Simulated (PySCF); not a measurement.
## Basis and Hamiltonian dependence of the excitation energy of Zn²⁺

Zn²⁺ [Ar] 3d10 (1S) → Zn²⁺ [Ar] 3d9 4s1, s spin flipped. All values are computed (PySCF 2.14, energy differences of UHF-based or UKS calculations, no spin-orbit coupling). Values in eV.

| basis | Hamiltonian | functions | UHF | r2SCAN | PBE0 | MP2 (valence) |
| --- | --- | --- | --- | --- | --- | --- |
| aug-cc-pVDZ-PP with ECP10MDF | ECP | 54 | 8.756 | 9.667 | 9.942 | 10.902 |
| aug-cc-pVDZ-DK | spin-free X2C | 59 | 8.457 | 9.535 | 9.562 | 10.483 |
| x2c-TZVPPall | spin-free X2C | 64 | 8.317 | 9.496 | 9.577 | 10.460 |
| def2-TZVPPD | non-relativistic | 67 | 9.066 | 10.278 | 10.342 | 11.250 |
| aug-cc-pwCVDZ-PP with ECP10MDF | ECP | 70 | 8.341 | 9.242 | 9.558 | 10.550 |
| x2c-TZVPPall with one added diffuse shell each of s, p, d, f type | spin-free X2C | 80 | 8.310 | 9.480 | 9.562 | 10.439 |
| aug-cc-pVTZ-PP with ECP10MDF | ECP | 88 | 8.265 | 9.095 | 9.414 | 10.435 |
| aug-cc-pVTZ-DK | spin-free X2C | 93 | 8.256 | 9.399 | 9.450 | 10.387 |
| dyall-av2z | non-relativistic | 101 | 9.054 | 10.249 | 10.325 | 11.101 |
| aug-cc-pwCVTZ-DK | spin-free X2C | 127 | 8.232 | 9.380 | 9.437 | 10.392 |

Frozen in the all-electron rows: valence: [Ar]; with a core potential, the same shells as far as they lie outside it.

At MP2 (valence), aug-cc-pVDZ-PP with ECP10MDF lies more than 0.3 eV from the median of the rows with comparable relativity.

In the upper determinant the s electron has its spin opposite to the other open shell, which mixes two multiplicities. Non-relativistic rows lack the scalar-relativistic shift.
